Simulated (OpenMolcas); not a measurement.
**Ni7+, Pd7+, Pt7+: d³ down the group**

* Program: OpenMolcas 26.06
* Method: SS-CASPT2, IPEA 0.25 Eh, imaginary shift 0.1 Eh
* Basis: ANO-RCC-VTZP
* Scalar Hamiltonian: DKH2, point nucleus
* Spin-orbit coupling: state interaction with AMFI integrals over the reference wave functions, term energies averaged over their components

Active space for each ion: 3 electrons in 5 orbitals (d); closed shells correlated by CASPT2: Ni7+ 3s 3p; Pd7+ 4s 4p; Pt7+ 5s 5p.

Computed levels in cm-1 above ⁴F_3/2:

```json
{"Level": "⁴F_5/2", "Ni7+": "990", "Pd7+": "2490", "Pt7+": "10480"}
{"Level": "⁴F_7/2", "Ni7+": "2290", "Pd7+": "5320", "Pt7+": "17570"}
{"Level": "⁴P_1/2", "Ni7+": "24340", "Pd7+": "17070", "Pt7+": "23130"}
{"Level": "⁴P_5/2", "Ni7+": "25870", "Pd7+": "20650", "Pt7+": "34380"}
{"Level": "²G_7/2", "Ni7+": "26710", "Pd7+": "20390", "Pt7+": "32650"}
{"Level": "²G_9/2", "Ni7+": "27930", "Pd7+": "21620", "Pt7+": "53400"}
{"Level": "²P_1/2", "Ni7+": "36270", "Pd7+": "26990", "Pt7+": "41820"}
{"Level": "²H_9/2", "Ni7+": "36730", "Pd7+": "29260", "Pt7+": "34400"}
{"Level": "²H_11/2", "Ni7+": "37560", "Pd7+": "28990", "Pt7+": "44570"}
{"Level": "weight of ⁴F in the lowest level (%)", "Ni7+": "100", "Pd7+": "96", "Pt7+": "76"}
```

Mixed levels, with the weight of the term that names them: Pd7+ ²G_9/2 (58 %), Pd7+ ²H_9/2 (63 %), Pt7+ ⁴P_1/2 (70 %), Pt7+ ²G_7/2 (73 %), Pt7+ ²G_9/2 (58 %), Pt7+ ²P_1/2 (70 %), Pt7+ ²H_9/2 (54 %).

Measured, with the error of the calculation in %. Measured levels: Ni7+ from Corliss and Sugar, J. Phys. Chem. Ref. Data 10, 197 (1981).

```tsv
Level	Ni7+
⁴F_5/2	1012 (-2.2)
⁴F_7/2	2184 (+5.0)
⁴P_1/2	23261 (+4.6)
⁴P_5/2	24669 (+4.9)
```

The fine-structure level ⁴F_7/2 changes by a factor of 7.67 from Ni7+ to Pt7+.

Without spin-orbit coupling ⁴P lies 23080, 14330, 13240 cm-1 above ⁴F in that order; the difference to the level ⁴P_1/2, of either sign, comes from spin-orbit coupling, which also lowers the zero.

CASPT2 breaks the degeneracy within a term, and the mean is taken; among the terms shown or strongly mixed into the levels shown the widest spread is 850 cm-1 (5d³ ²H, Pt7+). Terms from blocks run as CI alone lack orbitals of their own. The CASPT2 spread within a term exceeds the gap to the next term for 3d³ ²P and 3d³ ²H, so the order of their levels is uncertain (figures for Ni7+; the like holds for Pd7+, Pt7+). Measured partners are found by configuration, term and J. A level has none where our copy of the source lacks it or the pairing is in doubt (some pairs that miss far off the trend of their configuration count as doubtful), and it then counts in no deviation. Only configurations of the active space appear.
